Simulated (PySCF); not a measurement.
**Structure elucidation problem**

Molecular formula: C5H9NO2Si. Simulated spectra:

1H NMR (600 MHz, computed): δ 5.57 (q, 1H), 2.70 (s, 3H), 2.21 (s, 1H), 0.46 (d, 3H), 0.35 (br s, 1H).

13C{1H} NMR (computed): δ 157.5, 81.0, 80.6, 28.7, -1.4.

[PySCF 2.14.0 with density-fitted response routines: GFN2-xTB structure; NMR shieldings at PBE0/pcSseg-1/GIAO; rapidly exchanging positions averaged; non-relativistic Hamiltonian; single conformer; isolated molecule]

References, each an isolated molecule treated in the same way: TMS for 1H (σref 31.72), 13C (σref 186.93).

**Question.** Deduce the structure.

**Answer.** 
- Rings plus π bonds: 3 (no ring in the answer).
- 5 carbon signals for 5 carbons: no two carbons are equivalent.
- Carbon types of the structure: 2 × C, 1 × CH, 2 × CH3, leaving 2 H on heteroatoms.
- δC 157.5: carbonyl carbon.
- δC 81.0: terminal alkyne carbon; sp carbons lie upfield of alkene carbons because the cylindrical π system leaves one tensor component strongly shielded.
- δC 80.6: alkyne carbon; sp carbons lie upfield of alkene carbons because the cylindrical π system leaves one tensor component strongly shielded.
- δC 28.7: methyl carbon bonded to N; pulled downfield by the heteroatom.
- δH 2.70: hydrogen on a methyl carbon bonded to N; its carbon carries N, hence the downfield position.
- δH 0.46: hydrogen on a methyl carbon bonded to Si; an electropositive neighbour shields it, as in TMS itself.
- δH 0.35: hydrogen on a nitrogen bonded to C, Si; labile proton, position sensitive to the medium.

The compound is `C#CC(=O)O[Si@H](C)NC`.

The shifts were computed for this structure.

The OH or NH signal is concentration- and solvent-dependent in practice; the value given is the gas-phase one. Shifts are as computed. Against solution values, carbons near 30 ppm lie about +3 ppm off and those near 130 ppm about +5 ppm. Of 1309 compounds with measured shifts, 239 miss one by over three times the rms of a fit or turn the order of signals round; such compounds aren't used in these exercises. Multiplicities follow the n + 1 count of equivalent neighbours, as no J values were calculated; m marks all less simple cases, F and P coupling included.
